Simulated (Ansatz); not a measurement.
The cluster B₆N (the lowest doublet isomer of a short search) was relaxed with B3LYP-D4 (def2-SVP, def2-SVPD) in Ansatz in these states: charge -1 singlet, neutral doublet. The geometries follow in no particular order.

A:

```tsv
atom	x (Å)	y (Å)	z (Å)
N1	0.673	0.987	1.554
B2	-1.231	-1.247	-0.939
B3	-1.117	-0.972	0.551
B4	1.021	0.516	-1.207
B5	-0.160	-0.374	-1.648
B6	-0.263	0.029	1.424
B7	1.077	1.062	0.265
```

B:

Cartesian coordinates in Å:
```
N 1.9007 -0.6187 0.6411
B -2.1065 0.3863 0.2122
B -0.8814 -0.1197 0.9560
B 0.2224 0.3918 -1.3558
B -1.2792 0.6188 -1.0552
B 0.6632 -0.5135 1.1410
B 1.4809 -0.1450 -0.5393
```

Q: Judge from the bond lengths which geometry belongs to which state (an estimate).

A: A is the charge -1 singlet (B6–B7 2.051 Å, B3–B6 1.579 Å, B4–B7 1.570 Å); B is the neutral doublet (B6–B7 1.905 Å, B3–B6 1.605 Å, B4–B7 1.593 Å).

A triplet lies near this restricted singlet, and broken spin symmetry wasn't tried. At PBE0-D4/def2-TZVPD a triplet lies 0.33 eV below the charge -1 singlet. These are the stationary points nearest to one start from a short search; other shapes may lie lower in each state.
